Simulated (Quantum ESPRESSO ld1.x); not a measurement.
Task: The aim is neutral lanthanum in [Xe] 5d1 6s2. What will ld1.x (Quantum ESPRESSO 7.5) do with this input?

```
 &input
    zed=57.0,
    iswitch=1,
    rel=1,
    lsd=1,
    dft='PZ',
    config='[Xe] 5d1 6s2',
    verbosity='high',
    beta=1.5,
    prefix='ld1',
    max_out_wfc=37,
    file_charge='ld1.rho',
 /
```

Result: Harmless. The Broyden-type mixing copes: 24 iterations against 33, same energy.

Output (excerpt):

```
     Program LD1 v.7.5 starts

     --------------------------- All-electron run ----------------------------

     scalar relativistic calculation

     atomic number is 57.00
     dft =PZ   lsd =1 sic =0 latt =0  beta=1.50 tr2=1.0E-14
     Exchange-correlation= PZ
                           (   1   1   0   0   0   0   0)
     mesh =2083 r(mesh) = 100.78089 a.u. xmin = -8.00 dx = 0.00800
     1 Ry =  13.60569312 eV, c = 137.03599908

     n l     nl                  e(Ry)          e(Ha)          e(eV)
     1 0     1S 1( 1.00)   -2845.292559494   -1422.646279747 -38712.1774096
     2 0     2S 1( 1.00)    -453.022481163    -226.511240582  -6163.6848565
     2 1     2P 1( 3.00)    -406.230810101    -203.115405051  -5527.0517393
     3 0     3S 1( 1.00)     -96.861934427     -48.430967214  -1317.8737551
     3 1     3P 1( 3.00)     -81.918928544     -40.959464272  -1114.5638027
     4 0     4S 1( 1.00)     -19.533942355      -9.766971178   -265.7728252
     4 1     4P 1( 3.00)     -14.670042687      -7.335021343   -199.5960989
     3 2     3D 1( 5.00)     -60.392154082     -30.196077041   -821.6771155
     5 0     5S 1( 1.00)      -2.878722654      -1.439361327    -39.1670170
     5 1     5P 1( 3.00)      -1.662156718      -0.831078359    -22.6147942
     4 2     4D 1( 5.00)      -7.630794934      -3.815397467   -103.8222542
     5 2     5D 1( 1.00)      -0.248525087      -0.124262543     -3.3813561
     6 0     6S 1( 1.00)      -0.289132036      -0.144566018     -3.9338418
     1 0     1S 2( 1.00)   -2845.292611362   -1422.646305681 -38712.1781153
     2 0     2S 2( 1.00)    -453.020607176    -226.510303588  -6163.6593596
     2 1     2P 2( 3.00)    -406.229329524    -203.114664762  -5527.0315951
     3 0     3S 2( 1.00)     -96.860748086     -48.430374043  -1317.8576141
     3 1     3P 2( 3.00)     -81.917675147     -40.958837574  -1114.5467494
     4 0     4S 2( 1.00)     -19.530976005      -9.765488002   -265.7324659
     4 1     4P 2( 3.00)     -14.667150667      -7.333575333   -199.5567510
     3 2     3D 2( 5.00)     -60.390500274     -30.195250137   -821.6546143
     5 0     5S 2( 1.00)      -2.859861345      -1.429930672    -38.9103958
     5 1     5P 2( 3.00)      -1.637715407      -0.818857704    -22.2822533
     4 2     4D 2( 5.00)      -7.627512972      -3.813756486   -103.7776008
     5 2     5D 2( 0.00)      -0.219798359      -0.109899180     -2.9905090
     6 0     6S 2( 1.00)      -0.270117025      -0.135058512     -3.6751293

     final scf error:  5.6E-15 reached in  24 iterations

     Etot =  -16973.755363 Ry,   -8486.877682 Ha, -230939.706617 eV
     Total magnetization:    1.00 Bohr mag.

     Ekin =   17950.614936 Ry,    8975.307468 Ha,  244230.558183 eV
     Encl =  -41090.323289 Ry,  -20545.161645 Ha, -559062.328998 eV
     Eh   =    6559.247479 Ry,    3279.623739 Ha,   89243.108314 eV
     Exc  =    -393.294488 Ry,    -196.647244 Ha,   -5351.044116 eV
```

Run on one thread of a shared host, so times are rough (Intel(R) Xeon(R) Processor @ 2.60GHz): 0.91 s of CPU time, 0.93 s wall, 24 iterations on 2083 mesh points.
